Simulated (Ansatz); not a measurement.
Born–Oppenheimer molecular dynamics of GaH₃O (5 atoms, charge 0, multiplicity 1). It starts at the highest image of a converged band. Of that band: Neighbouring images differ by up to 2.2 eV, so the band resolves the path poorly. A vibrational analysis at the climbing image gives one clearly imaginary mode, 1426i cm⁻¹: a first-order saddle point.

Level of theory: RKS B3LYP-D4/def2-SVP (Ansatz).

* ensemble: NVE (velocity Verlet)
* time step: 0.5 fs
* steps asked: 200
* starting velocities drawn for: 300 K
* seed: 2384

First frame:

```xyz
5
Properties=species:S:1:pos:R:3
Ga 0.315 0.289 -0.507
H 0.588 -0.539 1.214
H 1.549 0.267 0.401
O -1.371 -0.167 -0.853
H -1.753 -0.697 -0.141
```

Problem. How far do the bonds stretch over the last three quarters of this one trajectory? (Pairs bonded in most of those frames.)

Solution. 
```json
{"bond": "Ga1–H2", "mean (Å)": "1.751", "spread (Å)": "0.200", "shortest": "1.47", "longest": "2.11"}
{"bond": "Ga1–H3", "mean (Å)": "1.634", "spread (Å)": "0.125", "shortest": "1.46", "longest": "1.89"}
{"bond": "Ga1–O4", "mean (Å)": "1.839", "spread (Å)": "0.081", "shortest": "1.70", "longest": "2.00"}
{"bond": "O4–H5", "mean (Å)": "0.978", "spread (Å)": "0.038", "shortest": "0.91", "longest": "1.04"}
```

Mean temperature of the second half: 4054 K. The conserved energy stayed within 0.56 meV per atom of its start (net change 0.26 meV per atom), so the integration is sound. The kinetic energy rose, since the run started high on the potential surface and went downhill. A run of 0.1 ps of so small a system gives no equilibrium averages. The orbitals stay closed-shell, which can raise the energy where a bond breaks towards radicals; this wasn't checked here.

Run time: 2.6 min on 1 thread of Intel(R) Xeon(R) 6975P-C (Granite Rapids) (shared host), peak memory 0.13 GiB.
